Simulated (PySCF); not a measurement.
# Isomers of C8H10: computed energies against enthalpies of formation

**What was measured.**

CRC Handbook of Chemistry and Physics lists, for the gas at 298.15 K: enthalpy of formation of `Cc1ccc(C)cc1` (p-xylene) 18 kJ/mol; enthalpy of formation of `Cc1ccccc1C` (o-xylene) 19.1 kJ/mol; enthalpy of formation of `CCc1ccccc1` (ethylbenzene) 29.9 kJ/mol.

How close the calculation comes is told at the end.

Differences of these values give the isomerisation enthalpies. Geometries: PBE0-D3(BJ)/def2-SVP; runs in PySCF, gas phase, with a dispersion term only where the level names one. Total electronic energies (Eh):

| SMILES | PBE0-D3(BJ)/def2-SVP | PBE0/pcSseg-1 | B3LYP/def2-SVPD | BHandHLYP/def2-SVPD | HF/def2-SVPD | PBE/def2-SVPD |
| --- | --- | --- | --- | --- | --- | --- |
| Cc1ccc(C)cc1 | -310.29953 | -310.46210 | -310.67738 | -310.46984 | -308.56012 | -310.25338 |
| Cc1ccccc1C | -310.30027 | -310.46202 | -310.67735 | -310.46992 | -308.55925 | -310.25365 |
| CCc1ccccc1 | -310.29566 | -310.45840 | -310.67375 | -310.46669 | -308.55798 | -310.24898 |

Geometry of `Cc1ccc(C)cc1` (Å):
```
atom  x, y, z in Å
C1    -2.8788    0.2475   -0.1850
C2    -1.3882    0.1110   -0.0716
C3    -0.6501    0.9245    0.7949
C4     0.7358    0.8199    0.8773
C5     1.4402   -0.1051    0.0988
C6     2.9306   -0.2396    0.2168
C7     0.7019   -0.9187   -0.7681
C8    -0.6837   -0.8142   -0.8505
H9    -3.3627   -0.7277   -0.3446
H10   -3.1554    0.8901   -1.0380
H11   -3.3129    0.6993    0.7186
H12   -1.1720    1.6568    1.4180
H13    1.2839    1.4718    1.5640
H14    3.4080    0.7281    0.4307
H15    3.2038   -0.9248    1.0372
H16    3.3743   -0.6424   -0.7053
H17    1.2238   -1.6508   -1.3915
H18   -1.2317   -1.4658   -1.5375
```

Geometry of `Cc1ccccc1C` (Å):
```
atom  x, y, z in Å
C1    -1.005   -1.967   -0.125
C2    -0.025   -0.833   -0.059
C3     1.345   -1.084    0.059
C4     2.274   -0.047    0.120
C5     1.833    1.272    0.065
C6     0.469    1.536   -0.052
C7    -0.471    0.504   -0.115
C8    -1.934    0.813   -0.243
H9    -1.587   -1.946   -1.061
H10   -0.496   -2.939   -0.067
H11   -1.736   -1.920    0.699
H12    1.690   -2.122    0.103
H13    3.339   -0.271    0.212
H14    2.547    2.097    0.112
H15    0.122    2.571   -0.096
H16   -2.363    0.376   -1.160
H17   -2.113    1.896   -0.272
H18   -2.511    0.399    0.601
```

Geometry of `CCc1ccccc1` (Å):
```
atom  x, y, z in Å
C1    -2.5243   -0.4939   -0.6931
C2    -1.7619    0.1065    0.4853
C3    -0.2726    0.1217    0.2639
C4     0.5200   -0.9724    0.6304
C5     1.8911   -0.9811    0.3818
C6     2.4960    0.1093   -0.2415
C7     1.7198    1.2066   -0.6118
C8     0.3490    1.2091   -0.3608
H9    -3.6097   -0.4952   -0.5088
H10   -2.3363    0.0760   -1.6161
H11   -2.2092   -1.5324   -0.8789
H12   -1.9890   -0.4649    1.4001
H13   -2.1145    1.1349    0.6666
H14    0.0529   -1.8300    1.1236
H15    2.4921   -1.8437    0.6804
H16    3.5714    0.1058   -0.4347
H17    2.1854    2.0683   -1.0966
H18   -0.2536    2.0750   -0.6508
```

Zero-point and thermal terms are left out, so the computed numbers are electronic energies.

**Comparison with experiment**

Relative to `Cc1ccc(C)cc1`, the lowest by measurement, in kJ/mol (measured: enthalpies at 298.15 K; computed: electronic energies):

```csv
SMILES,measured,PBE0-D3(BJ)/def2-SVP,PBE0/pcSseg-1,B3LYP/def2-SVPD,BHandHLYP/def2-SVPD,HF/def2-SVPD,PBE/def2-SVPD
Cc1ccc(C)cc1,0.0,0.0,0.0,0.0,0.0,0.0,0.0
Cc1ccccc1C,1.1,-1.9,0.2,0.1,-0.2,2.3,-0.7
CCc1ccccc1,11.9,10.2,9.7,9.5,8.3,5.6,11.6
```

Measured values: 18 kJ/mol (298.15 K; CRC Handbook of Chemistry and Physics) for the first row; the others come from the same table. Mean unsigned miss over the other isomers: PBE/def2-SVPD 1.1, PBE0/pcSseg-1 1.6, B3LYP/def2-SVPD 1.7, PBE0-D3(BJ)/def2-SVP 2.4, BHandHLYP/def2-SVPD 2.4, HF/def2-SVPD 3.8 kJ/mol. PBE0-D3(BJ)/def2-SVP and PBE/def2-SVPD put another isomer lowest. The two lowest measured values lie only 1.1 kJ/mol apart, so their order may not be settled by the table. Where a level misses, the cause wasn't examined.
